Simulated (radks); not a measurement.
Zr4+, 36 electrons, occupied as [Kr] (the NIST ground configuration).

Method: Dirac Kohn-Sham, PBEsol, spin-unpolarised, spherical densities, finite nucleus; Fermi nuclear charge, rms radius 4.2694 fm; computed with a radial shooting solver on a logarithmic mesh with Libxc functionals.

Energy parts (eV):
part                       energy
total                  -97798.874
kinetic                101062.113
electron-nucleus      -234547.612
Hartree                 38702.451
exchange-correlation    -3015.826

Orbitals (lengths in bohr, moments of r in powers of bohr):
orbital  occ.  eigenvalue (eV)     <r^2>   <1/r>
1s1/2       2        -17847.96  0.001854   41.24
2s1/2       2        -2510.036   0.03114   9.336
2p1/2       2        -2301.796   0.02362   9.312
2p3/2       4        -2216.032   0.02500   8.910
3s1/2       2        -446.8442    0.2412   3.160
3p1/2       2        -369.3489    0.2415   3.056
3p3/2       4        -355.6720    0.2525   2.959
3d3/2       4        -218.9541    0.2451   2.757
3d5/2       6        -216.4519    0.2488   2.732
4s1/2       2         -95.5122     1.597   1.142
4p1/2       2         -74.0791     1.915   1.033
4p3/2       4         -72.1462     1.991   1.009
4d3/2       0         -40.5063     3.333  0.7682
4d5/2       0         -40.2838     3.369  0.7635
5s1/2       0         -33.1074     8.134  0.4902
5p1/2       0         -27.1308     10.23  0.4374

The highest occupied level is 4p3/2 at -72.146 eV. The electron density at the nucleus is 7.462e+04 e/bohr^3.
